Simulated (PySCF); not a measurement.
## Dipole moment and polarisability of `C[SiH2]C1=C(C)CC1`

Compound: C₆H₁₂Si.
Structure used (GFN2-xTB), in Å, numbered top down from 1:
```
atom  x, y, z in Å
C1     2.9821   -0.1407    0.0392
Si2    1.4937    0.9080   -0.4975
C3    -0.0629   -0.0801   -0.1888
C4    -1.3715    0.2115   -0.1168
C5    -2.1755    1.4459   -0.2636
C6    -1.8008   -1.2007    0.1781
C7    -0.2974   -1.5546    0.0901
H8     2.9073   -0.4347    1.0824
H9     3.0593   -1.0482   -0.5531
H10    3.9109    0.4093   -0.0806
H11    1.6205    1.2383   -1.9261
H12    1.4591    2.1562    0.2797
H13   -1.5241    2.2984   -0.4399
H14   -2.7662    1.6248    0.6351
H15   -2.8694    1.3495   -1.0994
H16   -2.2518   -1.3546    1.1585
H17   -2.4307   -1.6681   -0.5786
H18    0.1417   -1.9252    1.0149
H19   -0.0341   -2.2256   -0.7262
```

Level: CAM-B3LYP/def2-SVPD (PySCF), static field, nuclei fixed, core orbitals frozen in the response. The polarisability tensor in these axes (au):

```
x   118.47  -1.27  -2.02
y    -1.27  95.56  -4.23
z    -2.02  -4.23  76.91
```

Problem. Give the principal values, the mean and the anisotropy Δα = √{½[(α1 − α2)² + (α2 − α3)² + (α1 − α3)²]}.

Solution. Principal values 75.88, 96.44 and 118.61 au; mean 96.98 au = 14.37 Å³ = 15.99 × 10⁻⁴⁰ C²·m²/J; Δα = 37.02 au (38 % of the mean).

Problem. What is the dipole moment, and where does it point?

Solution. (-0.58, -0.35, 0.24) D, 0.71 D in size, pointing from the negative to the positive side. Measured along this direction, the outermost atoms are H10 at the negative end and H16 at the positive end.

Problem. In a dilute gas of rigid molecules at 400 K, how does the orientational term μ²/3kT compare with the electronic polarisability?

Solution. In Gaussian units μ²/3kT = 3.08 Å³ against 14.37 Å³, a ratio of 0.21; the Debye molar polarisation (4π/3)N_A(α + μ²/3kT) is 44.0 cm³/mol, leaving out the vibrational part.

Problem. What molar refraction does this α imply?

Solution. Lorentz–Lorenz: R = (4π/3)N_A α = 2.5225 cm³/(mol·Å³) × 14.37 Å³ = 36.3 cm³/mol, in the limit of long wavelengths.

Problem. What depolarisation ratio follows for Rayleigh scattering of linearly polarised light, taking the static tensor?

Solution. ρ = 3Δα²/(45ᾱ² + 4Δα²) = 4110.9/(423210 + 5481.2) = 0.00959.

The structure is a single GFN2-xTB conformer in the gas phase; no vibrational or solvent corrections.

These values come from a run that also computed excited states. Hardware: one thread, Arm Neoverse N1 (aarch64) (shared host). Cost: 1.8 min, 1.2 GiB resident at most.
